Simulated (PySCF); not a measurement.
## ZrI₃: how level, basis and relativity move the structure

Each row is its own optimisation.

Each entry is the lowest minimum that a search over a few typed start shapes (and spin states, where more than one is plausible) found, or that minimum re-optimised at the stated level; isomers with ligand–ligand bonds, or fragments after loss of a ligand pair, can lie lower. Open shells are unrestricted; no spin–orbit coupling; PySCF with density fitting.

```csv
level,2S+1,point group,mean bond to Zr (Å),atomisation (kJ/mol),polar-tensor charge of Zr,lowest ω (cm⁻¹)
PBE/def2-SVP (scalar-relativistic core potentials),2,D3h,2.700,1176,1.24,40
B3LYP/def2-TZVP (scalar-relativistic core potentials),2,D3h,2.711,1076,1.41,43
PBE/def2-TZVP (scalar-relativistic core potentials),2,D3h,2.697,1167,1.24,41
PBE0/def2-TZVP (scalar-relativistic core potentials),?,?,?,?,?,?
```

**Question.** Fill in the row of PBE0/def2-TZVP (scalar-relativistic core potentials).

**Answer.** 2S+1: 2; point group: D3h; mean bond to Zr (Å): 2.687; atomisation (kJ/mol): 1137; polar-tensor charge of Zr: 1.42; lowest ω (cm⁻¹): 41.

Across these levels the mean bond spreads over 0.024 Å and the highest wavenumber over 8 cm⁻¹; all give the same point group.

The shape of PBE/def2-SVP (scalar-relativistic core potentials), B3LYP/def2-TZVP (scalar-relativistic core potentials), PBE/def2-TZVP (scalar-relativistic core potentials), PBE0/def2-TZVP (scalar-relativistic core potentials) rests on a mode under 45 cm⁻¹ and is not firmly settled.

Levels that gave another bonding pattern or an unsound solution are left out.
